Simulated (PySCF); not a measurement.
Computed with PBE0-D3(BJ)/def2-TZVP in PySCF. All species are isolated molecules in the gas phase. 

Reference species (SMILES): `[I][Al]([I])[I]` (neutral, multiplicity 1).

```yaml
dipole_moment: 0.00 D
```

Changed species: `[AlH2][I]` (whole molecule; the reference has whole molecule).

### Question
Predict the effect on the dipole moment.

### Answer
the dipole moment rises by 0.98 D, to 0.98 D.
